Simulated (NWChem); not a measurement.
System: CH3ClF2OSi; SMILES C(F)([Si@@H](Cl)O)F

Output (shortened):

```
             Northwest Computational Chemistry Package (NWChem) 7.3.0
             --------------------------------------------------------

 C1  symmetry detected

                             Geometry "geometry" -> ""
                             -------------------------

 Output coordinates in angstroms (scale by  1.889725989 to convert to a.u.)

  No.       Tag          Charge          X              Y              Z
 ---- ---------------- ---------- -------------- -------------- --------------
    1 O                    8.0000    -1.80070034     0.13690585    -0.53928950
    2 Si                  14.0000    -0.48640265     0.34831464     0.45981308
    3 Cl                  17.0000     0.62436611     2.04557563    -0.00446510
    4 C                    6.0000     0.68066545    -1.15645809     0.14523545
    5 F                    9.0000     0.62023683    -1.40056223    -1.21947258
    6 F                    9.0000     0.19107732    -2.26077582     0.79639686
    7 H                    1.0000    -1.56035110    -0.27657917    -1.39075886
    8 H                    1.0000    -0.97874648     0.45287509     1.86087916
    9 H                    1.0000     1.75429344    -1.03194240     0.41898819

 Effective nuclear repulsion energy (a.u.)     385.5228539173

  pbe96 is a nonlocal functional; adding pw91lda local functional.

                                 NWChem DFT Module
                                 -----------------

 Summary of "ao basis" -> "ao basis" (spherical)
 ------------------------------------------------------------------------------
       Tag                 Description            Shells   Functions and Types
 ---------------- ------------------------------  ------  ---------------------
 O                          def2-svp                 6       14   3s2p1d
 Si                         def2-svp                 8       18   4s3p1d
 Cl                         def2-svp                 8       18   4s3p1d
 C                          def2-svp                 6       14   3s2p1d
 F                          def2-svp                 6       14   3s2p1d
 H                          def2-svp                 3        5   2s1p

            General Information
            -------------------
          SCF calculation type: DFT
          Wavefunction type:  closed shell.
          No. of atoms     :     9
          No. of electrons :    66
           Alpha electrons :    33
            Beta electrons :    33
          Charge           :     0
          Spin multiplicity:     1
          Use of symmetry is: off; symmetry adaption is: off
          Maximum number of iterations: 150
          AO basis - number of functions:   107
                     number of shells:    49
          Convergence on energy requested:  1.00D-06
          Convergence on density requested:  1.00D-05
          Convergence on gradient requested:  5.00D-04

              XC Information
              --------------
          PerdewBurkeErnzerhof Exchange Functional  1.000
            Perdew 1991 LDA Correlation Functional  1.000 local
           PerdewBurkeErnz. Correlation Functional  1.000 non-local

             Grid Information
             ----------------
          Grid used for XC integration:  medium
          Radial quadrature: Mura-Knowles
          Angular quadrature: Lebedev.
          Tag              B.-S. Rad. Rad. Pts. Rad. Cut. Ang. Pts.
          ---              ---------- --------- --------- ---------
          O                   0.60       49          10.0       434
          Si                  1.10       88           8.0       590
          Cl                  1.00       88          10.0       590
          C                   0.70       49           9.0       434
          F                   0.50       49          11.0       434
          H                   0.35       45          10.0       434
          Grid pruning is: on
          Number of quadrature shells:   507
          Spatial weights used:  Erf1

      Superposition of Atomic Density Guess
      -------------------------------------

 Sum of atomic energies:       -1060.46088769

      Non-variational initial energy
      ------------------------------

 Total energy =   -1062.048769
 1-e energy   =   -2237.305359
 2-e energy   =     789.733736
 HOMO         =      -0.305453
 LUMO         =       0.057843

   convergence    iter        energy       DeltaE   RMS-Dens  Diis-err
 ---------------- ----- ----------------- --------- --------- ---------
 d= 0,ls=0.0,diis     1  -1063.2817212207 -1.45D+03  2.21D-02  1.62D+00
 d= 0,ls=0.0,diis     2  -1062.7462724048  5.35D-01  1.48D-02  7.28D+00
 d= 0,ls=0.0,diis     3  -1063.4545336567 -7.08D-01  3.07D-03  7.35D-02
 d= 0,ls=0.0,diis     4  -1063.4549892933 -4.56D-04  1.71D-03  6.61D-02
 d= 0,ls=0.0,diis     5  -1063.4618905945 -6.90D-03  2.79D-04  2.38D-03
  Resetting Diis
 d= 0,ls=0.0,diis     6  -1063.4620717164 -1.81D-04  1.21D-04  1.98D-04
 d= 0,ls=0.0,diis     7  -1063.4620950256 -2.33D-05  4.83D-05  5.74D-06
 d= 0,ls=0.0,diis     8  -1063.4620940565  9.69D-07  2.85D-05  1.48D-05
 d= 0,ls=0.0,diis     9  -1063.4620956770 -1.62D-06  4.43D-06  4.53D-07
 d= 0,ls=0.0,diis    10  -1063.4620957184 -4.14D-08  1.20D-06  2.23D-08

         Total DFT energy =    -1063.462095718376
      One electron energy =    -2239.503474360324
           Coulomb energy =      875.106360569625
    Exchange-Corr. energy =      -84.587835844946
 Nuclear repulsion energy =      385.522853917270

 Numeric. integr. density =       66.000008927635

                       DFT Final Molecular Orbital Analysis
                       ------------------------------------

[...]
```

Level: PBE/def2-SVP, vertical spin-unrestricted ions. All runs use the structure optimised with PBE-D3(BJ)/def2-SVP.

Which NWChem input produces such a log?

This is not unique; one that fits is the input that was run:
```
start job
memory heap 200 mb stack 900 mb global 1100 mb
geometry units angstroms noautoz
  O     -1.868198    -0.187840    -0.728276
  Si    -0.228732    -0.393339    -0.527778
  Cl     0.244558    -1.977167     0.736161
  C      0.413601     1.201040     0.350124
  F     -0.567232     1.545447     1.269372
  F      0.514997     2.219159    -0.564413
  H     -2.276328     0.304273     0.009960
  H      0.377077    -0.636157    -1.865820
  H      1.380070     1.122955     0.900544
end
basis spherical
  * library def2-svp
end
dft
  xc xpbe96 cpbe96
  iterations 150
  vectors input atomic output neutral.movecs
end
task dft energy
charge 1
dft
  odft
  mult 2
  vectors input atomic output cation.movecs
end
task dft energy
```
